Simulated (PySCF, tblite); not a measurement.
Problem. What does the GFN2-xTB structure of `C/C=C/[C@H](C)C(F)F` look like in three dimensions?

Solution. 
Z-matrix in Å and degrees, rows numbered from 1:
```
C 
C   1  1.4909
C   2  1.3220  1  124.69
C   3  1.5011  2  124.46  1   178.61
C   4  1.5309  3  110.94  2  -117.04
C   4  1.5297  3  109.34  2   121.27
F   6  1.3549  4  111.69  3    66.82
F   6  1.3574  4  111.07  3  -175.07
H   1  1.0868  2  111.14  3     0.29
H   1  1.0897  2  110.01  3  -120.44
H   1  1.0896  2  110.19  3   121.18
H   2  1.0830  1  115.42  3   179.58
H   3  1.0816  2  120.56  1    -0.26
H   4  1.0947  3  110.09  2     4.55
H   5  1.0875  4  110.19  3   -59.73
H   5  1.0868  4  109.81  3    60.11
H   5  1.0874  4  110.28  3  -179.82
H   6  1.1014  4  112.75  3   -54.33
```

The C–C distances run from 1.322 Å (C2=C3, drawn double) to 1.531 Å (C4–C5, drawn single), a spread of 0.209 Å. Of the pairs four or more bonds apart, F7···H15 is among the closest relative to their van der Waals radii: 2.56 Å, 96 % of the sum of Bondi's values.

The geometry is computed with GFN2-xTB (gas phase).

Point group: C1 (no symmetry element, even within 0.4 Å). Its GFN2-xTB frequencies are all real (lowest 49 cm⁻¹). One conformer, not necessarily the lowest (C2–C3–C4–C5 -117°, C3–C4–C6–F7 67°).
